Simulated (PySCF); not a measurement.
H₂SZn, SMILES [SH][ZnH]. Atoms are numbered in the order given.

```xyz
4

Zn     0.0008     0.7451     0.0000
H      0.0275     2.2763     0.0000
S     -0.0819    -1.4414     0.0000
H      1.2580    -1.5663     0.0000
```

The structure is a stationary point at B3LYP-D3(BJ)/def2-TZVP.

All values below come from ωB97X/def2-TZVPD (PySCF).

Gas-phase values at a fixed geometry.

| Quantity | Value |
|---|---|
| total energy | -2178.86407 hartree |
| point group | Cs |
| highest occupied level | -9.69 eV |
| lowest empty level | 0.73 eV |
| orbital gap | 10.43 eV |
| dipole moment | 1.30 D |
| quadrupole, principal values (traceless, Buckingham form, about the centre of nuclear charge) | -7.29, 0.50, 6.79 D·Å |
| mean static polarisability | 48.7 bohr³ (7.22 Å³) |
| polarisability, principal values | 41.0, 41.8, 63.4 bohr³ |
